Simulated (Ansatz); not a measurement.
This geometry of BrH + Cl2F2Ge (7 atoms, charge 0, multiplicity 1) is a first-order saddle point.

The calculation used Ansatz 0.2.0, RKS PBE-D4/def2-SVP.

```xyz
7
Properties=species:S:1:pos:R:3
Ge -0.302 -0.003 -0.075
F -0.032 0.013 1.870
F 1.440 -0.008 -0.187
Cl -0.752 1.870 -1.018
Cl -0.755 -1.868 -1.032
Br -2.673 -0.011 1.219
H -1.181 0.007 2.043
```

(1) Which two structures does it join? (They come from a converged band through this point; their orientation in space is the band's.)

(2) How far does it lie above each of them?

Answers

(1) Bonds broken: Ge1–F2, Br6–H7. Bonds formed: Ge1–Br6, F2–H7. BrH + Cl2F2Ge becomes BrCl2FGe + FH.

Image 0:

```xyz
7
Properties=species:S:1:pos:R:3
Ge 0.206 0.000 -0.190
F 0.103 0.000 1.556
F 1.905 0.000 -0.526
Cl -0.667 1.783 -0.942
Cl -0.667 -1.783 -0.942
Br -3.255 0.000 1.714
H -1.881 0.000 2.151
```

Image 6:

```xyz
7
Properties=species:S:1:pos:R:3
Ge -0.632 -0.007 -0.592
F 0.060 0.035 3.131
F 0.847 -0.017 0.312
Cl -0.676 1.767 -1.785
Cl -0.682 -1.764 -1.809
Br -2.410 -0.015 0.881
H -0.762 0.003 2.681
```

(2) 65.3 kJ/mol above the first and 58.2 kJ/mol above the second. This is the barrier of this one path; another mechanism may lie lower. The orbitals stay closed-shell, which can raise the energy where a bond breaks towards radicals; this wasn't checked here.

Run time: 100 s on 4 threads of Arm Neoverse V1, on a shared host, peak memory 0.23 GiB.
